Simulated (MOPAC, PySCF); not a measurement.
C$_{2}$H$_{4}$Si$_{2}$, SMILES `C(=C=[SiH2])=[SiH2]`, neutral singlet in the gas phase. 

Cartesian coordinates (Å):
```xyz
8

Si     2.3057     0.2749    -0.2821
C      0.6237     0.0411    -0.0629
C     -0.6237    -0.0414     0.0619
Si    -2.3056    -0.2752     0.2824
H      3.1401     0.7255     0.8445
H      2.9717    -0.2507    -1.4856
H     -2.9713     0.2510     1.4860
H     -3.1406    -0.7251    -0.8442
```
Charge 0, spin multiplicity 1.

All levels are single points at this geometry (PBE0-D4/def2-TZVP); Pople sets use spherical d functions. Orbital energies aren't observables, and empty levels follow the basis.

B3LYP/3-21G in PySCF gives gap (eV) = 2.76.

Question: Estimate the gap (eV) from each of these levels: B3LYP-D3(BJ)/def2-TZVP in PySCF; PBE-D3(BJ)/def2-TZVP in PySCF; PBE0-D4/def2-TZVP in PySCF; B3LYP/6-311+G** in PySCF; B3LYP/6-31G* in PySCF; B3LYP/LANL2DZ in PySCF; SVWN5/6-31G* in PySCF; HF/3-21G in PySCF; HF/6-31G* in PySCF; PM3 in MOPAC; PM6 in MOPAC; PM7 in MOPAC.

Answer: 
```csv
level,gap (eV)
B3LYP-D3(BJ)/def2-TZVP in PySCF,2.59
PBE-D3(BJ)/def2-TZVP in PySCF,1.64
PBE0-D4/def2-TZVP in PySCF,2.86
B3LYP/6-311+G** in PySCF,2.59
B3LYP/6-31G* in PySCF,2.69
B3LYP/LANL2DZ in PySCF,2.72
SVWN5/6-31G* in PySCF,1.71
HF/3-21G in PySCF,6.79
HF/6-31G* in PySCF,6.84
PM3 in MOPAC,4.82
PM6 in MOPAC,4.76
PM7 in MOPAC,5.16
```
